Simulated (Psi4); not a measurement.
HO3S (SMILES O=[S](=O)O), doublet, at a GFN2-xTB geometry; MP2/def2-SVP (Psi4 1.11).

Here is a job for Psi4.
```
memory 2 GB

molecule mol {
0 2
  O    -0.351619    1.375810    0.164177
  S    -0.155350    0.005585   -0.270455
  O    -1.001187   -1.031555    0.259665
  O     1.412122   -0.399306    0.098874
  H     2.011082    0.351045    0.145551
}

set basis def2-svp
set reference uhf

energy('mp2')
print_variables()
```

Question: Write the output that Psi4 gives for this input, abridged.

Answer: 
```
    SCF Algorithm Type (re)set to DF.

   => Loading Basis Set <=

    Name: DEF2-SVP
    Role: ORBITAL
    Keyword: BASIS

         ---------------------------------------------------------
                                   SCF
               by Justin Turney, Rob Parrish, Andy Simmonett
                          and Daniel G. A. Smith
                              UHF Reference
         ---------------------------------------------------------

  ==> Geometry <==

    Molecular point group: c1
    Full point group: C1

    Geometry (in Angstrom), charge = 0, multiplicity = 2:

       Center              X                  Y                   Z               Mass
    ------------   -----------------  -----------------  -----------------  -----------------
         O           -0.327024459491     1.380110396920     0.165900206301    15.994914619570
         S           -0.130755459491     0.009885396920    -0.268731793699    31.972071174400
         O           -0.976592459491    -1.027254603080     0.261388206301    15.994914619570
         O            1.436716540509    -0.395005603080     0.100597206301    15.994914619570
         H            2.035676540509     0.355345396920     0.147274206301     1.007825032230

  Running in c1 symmetry.

  Rotational constants: A =      0.31264  B =      0.28699  C =      0.16095 [cm^-1]
  Rotational constants: A =   9372.58298  B =   8603.66059  C =   4825.08317 [MHz]
  Nuclear repulsion =  186.298224969133969

  Charge       = 0
  Multiplicity = 2
  Electrons    = 41
  Nalpha       = 21
  Nbeta        = 20

  ==> Algorithm <==

  SCF Algorithm Type is DF.
  DIIS enabled.
  MOM disabled.
  Fractional occupation disabled.
  Guess Type is SAD.
  Energy threshold   = 1.00e-08
  Density threshold  = 1.00e-08
  Integral threshold = 1.00e-12

  ==> Primary Basis <==

  Basis Set: DEF2-SVP
    Blend: DEF2-SVP
    Number of shells: 29
    Number of basis functions: 65
    Number of Cartesian functions: 69
    Spherical Harmonics?: true
    Max angular momentum: 2

   => Loading Basis Set <=

    Name: (DEF2-SVP AUX)
    Role: JKFIT
    Keyword: DF_BASIS_SCF

  ==> Integral Setup <==

  SCF_SUBTYPE=INCORE selected. In-core MEM_DF algorithm will be used.
  Using in-core AOs.

  ==> MemDFJK: Density-Fitted J/K Matrices <==

    J tasked:                   Yes
    K tasked:                   Yes
    wK tasked:                   No
    Algorithm:                 Core
    Schwarz Cutoff:           1E-12
    Mask sparsity (%):       0.3314
    Fitting Condition:        1E-10

   => Auxiliary Basis Set <=

  Basis Set: (DEF2-SVP AUX)
    Blend: DEF2-UNIVERSAL-JKFIT
    Number of shells: 119
    Number of basis functions: 377
    Number of Cartesian functions: 454
    Spherical Harmonics?: true
    Max angular momentum: 4

  Minimum eigenvalue in the overlap matrix is 1.2230637694E-02.
  Reciprocal condition number of the overlap matrix is 3.1576923756E-03.
    Using symmetric orthogonalization.

  ==> Pre-Iterations <==

  SCF Guess: Superposition of Atomic Densities via on-the-fly atomic UHF (no occupation information).

   -------------------------
    Irrep   Nso     Nmo
   -------------------------
     A         65      65
   -------------------------
    Total      65      65
   -------------------------

  ==> Iterations <==

                           Total Energy        Delta E     RMS |[F,P]|

   @DF-UHF iter SAD:  -621.99715926921886   -6.21997e+02   0.00000e+00
   @DF-UHF iter   1:  -622.04444494712220   -4.72857e-02   1.07156e-02 ADIIS/DIIS
   @DF-UHF iter   2:  -622.15856953783259   -1.14125e-01   7.69850e-03 ADIIS/DIIS
   @DF-UHF iter   3:  -622.25201292788483   -9.34434e-02   9.19647e-04 ADIIS/DIIS
   @DF-UHF iter   4:  -622.25441219709853   -2.39927e-03   4.09692e-04 ADIIS/DIIS
   @DF-UHF iter   5:  -622.25498548653729   -5.73289e-04   1.80999e-04 ADIIS/DIIS
   @DF-UHF iter   6:  -622.25521098689615   -2.25500e-04   9.94158e-05 DIIS
   @DF-UHF iter   7:  -622.25532509853008   -1.14112e-04   4.62105e-05 DIIS
   @DF-UHF iter   8:  -622.25535272655782   -2.76280e-05   2.12533e-05 DIIS
   @DF-UHF iter   9:  -622.25535791495747   -5.18840e-06   1.10665e-05 DIIS
   @DF-UHF iter  10:  -622.25535894345865   -1.02850e-06   5.51515e-06 DIIS
   @DF-UHF iter  11:  -622.25535928829800   -3.44839e-07   2.91186e-06 DIIS
   @DF-UHF iter  12:  -622.25535941741339   -1.29115e-07   1.46616e-06 DIIS
   @DF-UHF iter  13:  -622.25535945443949   -3.70261e-08   6.60537e-07 DIIS
   @DF-UHF iter  14:  -622.25535946146726   -7.02778e-09   3.81568e-07 DIIS
   @DF-UHF iter  15:  -622.25535946360185   -2.13458e-09   2.72775e-07 DIIS
   @DF-UHF iter  16:  -622.25535946472348   -1.12163e-09   1.98132e-07 DIIS
   @DF-UHF iter  17:  -622.25535946559057   -8.67090e-10   1.49725e-07 DIIS
   @DF-UHF iter  18:  -622.25535946634159   -7.51015e-10   9.43803e-08 DIIS
   @DF-UHF iter  19:  -622.25535946667571   -3.34126e-10   5.27280e-08 DIIS
   @DF-UHF iter  20:  -622.25535946674529   -6.95763e-11   2.47376e-08 DIIS
   @DF-UHF iter  21:  -622.25535946675666   -1.13687e-11   1.26779e-08 DIIS
   @DF-UHF iter  22:  -622.25535946675870   -2.04636e-12   6.33925e-09 DIIS
  Energy and wave function converged.

  ==> Post-Iterations <==

   @Spin Contamination Metric:   3.103581990E-02
   @S^2 Expected:                7.500000000E-01
   @S^2 Observed:                7.810358199E-01
   @S   Expected:                5.000000000E-01
   @S   Observed:                5.000000000E-01

    Orbital Energies [Eh]
    ---------------------

    Alpha Occupied:

[...]
    Alpha Virtual:

[...]
    Beta Occupied:

[...]
    Beta Virtual:

[...]
    Final Occupation by Irrep:
              A
    DOCC [    20 ]
    SOCC [     1 ]
    NA   [    21 ]
    NB   [    20 ]

  @DF-UHF Final Energy:  -622.25535946675870

   => Energetics <=

    Nuclear Repulsion Energy =            186.2982249691339689
    One-Electron Energy =               -1228.2780552130197975
    Two-Electron Energy =                 419.7244707771270669
    Total Energy =                       -622.2553594667587049

  UHF NO Occupations:
  HONO-2 :   19  A 1.9952308
  HONO-1 :   20  A 1.9916508
  HONO-0 :   21  A 1.0000000
  LUNO+0 :   22  A 0.0083492
  LUNO+1 :   23  A 0.0047692
  LUNO+2 :   24  A 0.0019639
  LUNO+3 :   25  A 0.0001578

Computation Completed

Properties will be evaluated at   0.000000,   0.000000,   0.000000 [a0]

Properties computed using the SCF density matrix

 Multipole Moments:

 ------------------------------------------------------------------------------------
     Multipole            Electronic (a.u.)      Nuclear  (a.u.)        Total (a.u.)
 ------------------------------------------------------------------------------------

 L = 1.  Multiply by 2.5417464519 to convert [e a0] to [Debye]
 Dipole X            :         -0.8864904            1.9055737            1.0190833
 Dipole Y            :         -0.0015141            0.3331838            0.3316697
 Dipole Z            :         -0.7809047            0.1335100           -0.6473947
 Magnitude           :                                                    1.2520605

 ------------------------------------------------------------------------------------

  //>>>>>>>>>>>>>>>>>>>>>>>>>>>>>>>>>>>//
  //               DFMP2               //
  //<<<<<<<<<<<<<<<<<<<<<<<<<<<<<<<<<<<//

   => Loading Basis Set <=

    Name: (DEF2-SVP AUX)
    Role: RIFIT
    Keyword: DF_BASIS_MP2

	 --------------------------------------------------------
	                          DF-MP2
	      2nd-Order Density-Fitted Moller-Plesset Theory

	        Rob Parrish, Justin Turney, Andy Simmonett,
	           Ed Hohenstein, and C. David Sherrill
	 --------------------------------------------------------

	 --------------------------------------------------------
	                 NBF =    65, NAUX =   220
	 --------------------------------------------------------
	   CLASS    FOCC     OCC    AOCC    AVIR     VIR    FVIR
	   ALPHA       0      21      21      44      44       0
	    BETA       0      20      20      45      45       0
	 --------------------------------------------------------

	-----------------------------------------------------------
	 ==================> DF-MP2 Energies <====================
	-----------------------------------------------------------
	 Reference Energy          =    -622.2553594667587049 [Eh]
	 Singles Energy            =      -0.0000000000000000 [Eh]
	 Same-Spin Energy          =      -0.1993329399369435 [Eh]
	 Opposite-Spin Energy      =      -0.5073197170470151 [Eh]
	 Correlation Energy        =      -0.7066526569839585 [Eh]
	 Total Energy              =    -622.9620121237426247 [Eh]
	-----------------------------------------------------------
	 ================> DF-SCS-MP2 Energies <==================
	-----------------------------------------------------------
	 SCS Same-Spin Scale       =       0.3333333333333333 [-]
	 SCS Opposite-Spin Scale   =       1.2000000000000000 [-]
	 SCS Same-Spin Energy      =      -0.0664443133123145 [Eh]
	 SCS Opposite-Spin Energy  =      -0.6087836604564181 [Eh]
	 SCS Correlation Energy    =      -0.6752279737687326 [Eh]
	 SCS Total Energy          =    -622.9305874405274608 [Eh]
	-----------------------------------------------------------

  Variable Map:
  ----------------------------------------------------------------------------
[...]
  Array Variable Map:
  ----------------------------------------------------------------------------
[...]
[...]
```
